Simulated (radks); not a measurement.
F, 9 electrons, occupied as [He] 2s2 2p4.5 3d0.5 (fractional occupations, a model configuration). Calculated with a radial shooting solver on a logarithmic mesh with Libxc functionals: Dirac Kohn-Sham, B86b exchange with PBE correlation, spin-unpolarised, spherical densities, point nucleus; open shells are shared between the two j in proportion to 2j + 1.

Normalised radial functions P(r) = r R(r) (large component), r in bohr:

r	1s1/2	2p1/2	3d3/2
0.007461	0.3633	0.0013	0.0000
0.008617	0.4151	0.0017	0.0000
0.009951	0.4735	0.0022	0.0000
0.01149	0.5391	0.0029	0.0000
0.01327	0.6125	0.0038	0.0000
0.01533	0.6942	0.0050	0.0000
0.0177	0.7845	0.0066	0.0000
0.02044	0.8836	0.0087	0.0000
0.02361	0.9916	0.0114	0.0000
0.02749	1.1145	0.0151	0.0000
0.03174	1.2385	0.0198	0.0000
0.03666	1.3683	0.0258	0.0000
0.04234	1.5015	0.0335	0.0000
0.0489	1.6350	0.0433	0.0000
0.05647	1.7646	0.0559	0.0000
0.06522	1.8850	0.0717	0.0000
0.07532	1.9901	0.0915	0.0000
0.08698	2.0730	0.1162	0.0000
0.1005	2.1262	0.1464	0.0000
0.116	2.1425	0.1831	0.0000
0.134	2.1155	0.2270	0.0000
0.1547	2.0408	0.2788	0.0000
0.1787	1.9171	0.3386	0.0001
0.2064	1.7469	0.4062	0.0001
0.2383	1.5372	0.4807	0.0001
0.2753	1.2998	0.5603	0.0001
0.3179	1.0501	0.6423	0.0002
0.3671	0.8053	0.7231	0.0003
0.424	0.5823	0.7983	0.0004
0.4897	0.3936	0.8624	0.0006
0.57	0.2393	0.9112	0.0008
0.6583	0.1363	0.9339	0.0011
0.7603	0.0701	0.9300	0.0015
0.8781	0.0321	0.8980	0.0019
1.014	0.0128	0.8395	0.0026
1.171	0.0044	0.7582	0.0035
1.353	0.0013	0.6601	0.0046
1.562	0.0003	0.5525	0.0062
1.804	0.0001	0.4429	0.0082
2.083	0.0000	0.3386	0.0110
2.406	0.0000	0.2454	0.0146
2.779	0.0000	0.1674	0.0194
3.209	0.0000	0.1065	0.0256
3.706	0.0000	0.0624	0.0338
4.28	0.0000	0.0333	0.0443
4.943	0.0000	0.0160	0.0581
5.709	0.0000	0.0067	0.0766
6.593	0.0000	0.0025	0.1030
7.614	0.0000	0.0008	0.1365
8.793	0.0000	0.0002	0.1729
10.15	0.0000	0.0000	0.2127
11.82	0.0000	0.0000	0.2529
13.65	0.0000	0.0000	0.2787
15.77	0.0000	0.0000	0.2868
18.21	0.0000	0.0000	0.2639
21.03	0.0000	0.0000	0.2018
24.29	0.0000	0.0000	0.1344
28.05	0.0000	0.0000	0.0782
32.39	0.0000	0.0000	0.0392
37.41	0.0000	0.0000	0.0167
43.21	0.0000	0.0000	0.0060
49.9	0.0000	0.0000	0.0018

1s1/2: eigenvalue -672.55 eV, 0 radial nodes, <r> = 0.176 bohr, 90 % of the charge inside 0.316 bohr. 2p1/2: eigenvalue -18.376 eV, 0 radial nodes, <r> = 1.04 bohr, 90 % of the charge inside 1.80 bohr. 3d3/2: eigenvalue -0.451 eV, 0 radial nodes, <r> = 16.1 bohr, 90 % of the charge inside 22.6 bohr.

Empty levels of this run are not shown, since the potential may be unsettled where no density lies.
